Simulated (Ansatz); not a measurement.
The inner images of a band of ClFH₄MgO (8 atoms, charge 0, multiplicity 1) are given out of order.

Computed with Ansatz 0.2.0, RKS B3LYP-D4/def2-mTZVP.

Image 0:

```xyz
8
Properties=species:S:1:pos:R:3
Mg -0.222 -1.082 0.416
H -0.063 -1.667 2.006
Cl 0.153 -1.464 -1.840
H -1.274 1.136 -0.035
F -1.806 0.417 0.264
H 1.499 1.248 0.313
O 0.721 0.866 -0.117
H 0.993 0.546 -1.007
```

Image 6:

```xyz
8
Properties=species:S:1:pos:R:3
Mg -0.514 -0.629 -0.209
H 0.938 -1.070 1.684
Cl 0.380 -2.328 -1.338
H -0.385 1.800 -0.472
F -1.790 0.260 0.683
H 0.431 -0.630 2.011
O 0.312 1.175 -0.738
H 0.626 1.422 -1.620
```

Put them in order from the first end to the last, with their energies above the first end.
A.
```xyz
8
Properties=species:S:1:pos:R:3
Mg -0.246 -1.144 0.199
H 0.289 -1.265 1.826
Cl -0.233 -1.911 -1.924
H -1.237 1.107 -0.030
F -1.820 0.380 0.122
H 1.259 0.955 0.722
O 0.706 0.874 -0.073
H 1.283 1.003 -0.841
```
B.
```xyz
8
Properties=species:S:1:pos:R:3
Mg -0.588 -0.703 -0.406
H 0.905 -1.077 1.521
Cl 0.063 -2.684 -1.172
H -0.505 1.584 -0.203
F -1.962 0.349 0.117
H 0.881 -0.334 1.558
O 0.360 1.159 -0.393
H 0.847 1.706 -1.023
```
C.
```xyz
8
Properties=species:S:1:pos:R:3
Mg -0.559 -1.089 -0.359
H 0.827 -0.878 1.282
Cl -0.415 -3.057 -1.353
H -0.464 1.403 -0.075
F -1.697 0.297 -0.285
H 0.859 -0.135 1.097
O 0.501 1.420 0.140
H 0.948 2.039 -0.446
```
D.
```xyz
8
Properties=species:S:1:pos:R:3
Mg -0.415 -1.456 -0.192
H 0.712 -0.948 1.045
Cl -0.779 -2.945 -1.798
H -0.643 1.001 -0.030
F -1.334 0.326 -0.405
H 0.836 0.668 0.923
O 0.489 1.532 0.560
H 1.135 1.821 -0.103
```
E.
```xyz
8
Properties=species:S:1:pos:R:3
Mg -0.319 -1.299 -0.002
H 0.492 -1.084 1.515
Cl -0.503 -2.397 -1.937
H -1.008 0.999 -0.004
F -1.694 0.325 -0.036
H 1.046 0.721 0.847
O 0.663 1.088 0.025
H 1.323 1.647 -0.409
```

A (+0.123 eV), E (+0.212 eV), D (-0.041 eV), C (-0.677 eV), B (-1.320 eV).

Run time: 8.4 min on 2 threads of Arm Neoverse V2, with other jobs on the host, peak memory 0.19 GiB.
